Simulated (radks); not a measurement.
Results of a calculation; reference values are marked as such.
Problem. Coherent X-ray form factor from a spherical all-electron density. Code: a radial shooting solver on a logarithmic mesh with Libxc functionals. Model: scalar-relativistic Kohn-Sham, XLYP, spin-unpolarised, spherical densities, finite nucleus; Fermi nuclear charge, rms radius of each element as measured or else 0.836 A^(1/3) + 0.57 fm.

sin(theta)/lambda (1/angstrom)  f0 (electrons)
0.05                                    27.769
0.1                                     27.100
0.15                                    26.056
0.2                                     24.725
0.25                                    23.204
0.3                                     21.586
0.4                                     18.352
0.5                                     15.431
0.6                                     12.999
0.8                                      9.620
1                                        7.724
1.25                                     6.443
1.5                                      5.620
2                                        4.245

The species is in the configuration that NIST lists as its ground one. Which atom or ion scatters so?

Solution. The gallium ion Ga3+, [Ar] 3d10. Extrapolating in s^2 from the first two rows gives f0(0) = 28.0, near the electron count 28; among species with that count, the fall with angle is slower the higher Z, and the table is that of Z = 31; from so few rows the species is fixed only to a neighbour or two.
